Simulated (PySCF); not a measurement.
## Bond curve of MgI⁺

Set-up: Mg x2c-SVPall, I x2c-SVPall; spin-free X2C with a Gaussian nucleus (PySCF 2.14). Energies in eV from Mg⁺ + I in their ground configurations at the same level. State: ¹Σ⁺ (singlet), closed shell.

All columns are PBE0. A positive dipole points towards I; it is taken about the centre of mass and depends on that origin.

```tsv
R (Å)	E (eV)	μ (D)	Mulliken charge on Mg (basis-dependent)	HOMO (eV)	LUMO (eV)	Mayer bond order	⟨S²⟩
2.140	-1.386	-10.33	0.90	-13.10	-8.89	1.73	0.00
2.240	-1.907	-10.84	0.89	-12.86	-9.02	1.71	0.00
2.340	-2.193	-11.34	0.89	-12.65	-9.14	1.67	0.00
2.414	-2.293	-11.71	0.90	-12.50	-9.23	1.64	0.00
2.489	-2.321	-12.06	0.91	-12.37	-9.31	1.61	0.00
2.564	-2.292	-12.39	0.92	-12.24	-9.39	1.57	0.00
2.663	-2.190	-12.81	0.93	-12.09	-9.49	1.52	0.00
2.788	-1.992	-13.29	0.94	-11.94	-9.61	1.46	0.00
2.937	-1.699	-13.79	0.94	-11.78	-9.73	1.39	0.00
3.136	-1.275	-14.34	0.95	-11.63	-9.87	1.30	0.00
```

A fit through these points gives, at Re = 2.485 Å, μ = -12.04 D and dμ/dR = -4.61 D/Å; the reduced mass is 20.17 u.

Q: How strong is the fundamental in the double-harmonic approximation, I = 42.26·(dμ/dR)²/μred km/mol?

A: I = 42.26·(-4.61)²/20.17 = 44.5 km/mol at PBE0.

These are scalar-relativistic numbers at best; spin–orbit coupling would shift them, the dissociation energy most. For an ion De counts to the pair picked by the measured ionisation energies or electron affinities, which need not be the lowest pair at this level.
